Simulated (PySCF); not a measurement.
**Re²⁺ (rhenium, charge +2) across methods**

[Xe] 4f14 5d4 6s1, high-spin 6D determinant (an excited configuration). Calculation: PySCF 2.14, in aug-cc-pwCVDZ-PP with ECP60MDF (6s6p5d3f, 70 functions); scalar relativity through the core potential.

```
 method  E (hartree)  mean ε 5p β (eV)  mean ε 5d α (eV)  mean ε 6s α (eV)  Σ⟨r²⟩ (bohr²)   ⟨S²⟩
LC-wPBE     -77.5077           -69.747           -29.367           -25.207          34.10  8.752
    PBE     -77.5079           -64.625           -24.981           -22.095          34.30  8.751
    UHF    -76.93937           -72.669           -30.842           -24.767          34.40  8.754
   PBE0     -77.4802           -66.964           -26.628           -22.894          34.23  8.751
    LDA     -77.2998           -64.596           -24.982           -22.393          34.47  8.750
   MN15     -77.3651           -67.448           -26.947           -23.750          34.31  8.752
  M06-L     -77.5031           -65.268           -25.059           -21.688          34.03  8.751
r2SCANh     -77.5140           -66.250           -26.084           -22.689          34.16  8.752
 r2SCAN     -77.5316           -65.432           -25.482           -22.380          34.17  8.752
```

Energies and moments cover only the electrons outside the core potential. Spin-orbit coupling, absent here, splits the open shell strongly.
